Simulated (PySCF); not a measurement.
System: H4Ge, singlet: flattening of a tetrahedron along the D2d path, bond length relaxed. Scanned: the two opposite H-Ge-H angles (109.47 = tetrahedral, 180 = square planar). Other coordinates (Ge-H bond length) were minimised at PBE0/def2-TZVP. Each profile is relative to its own lowest point.

```json
[
 {"a / °": "90", "A": "17.1", "B": "19.4", "C": "18.0"},
 {"a / °": "95", "A": "9.3", "B": "10.5", "C": "9.8"},
 {"a / °": "100", "A": "3.9", "B": "4.4", "C": "4.1"},
 {"a / °": "105", "A": "0.9", "B": "1.0", "C": "0.9"},
 {"a / °": "109.47", "A": "0.0", "B": "0.0", "C": "0.0"},
 {"a / °": "115", "A": "1.3", "B": "1.4", "C": "1.3"},
 {"a / °": "120", "A": "4.5", "B": "5.1", "C": "4.9"},
 {"a / °": "130", "A": "16.9", "B": "18.8", "C": "18.0"},
 {"a / °": "140", "A": "36.5", "B": "40.4", "C": "38.9"},
 {"a / °": "150", "A": "62.9", "B": "68.8", "C": "67.1"},
 {"a / °": "160", "A": "95.1", "B": "102.2", "C": "101.4"},
 {"a / °": "170", "A": "130.9", "B": "136.5", "C": "139.1"}
]
```

Energies in mEh.

Problem. Match the curves with the methods MP2 on RHF/cc-pVTZ, 9 core orbitals frozen (PySCF 2.14.0); RHF/cc-pVTZ (PySCF); PySCF with r2SCAN/cc-pVTZ.

Solution. A is r2SCAN; B is RHF; C is MP2.
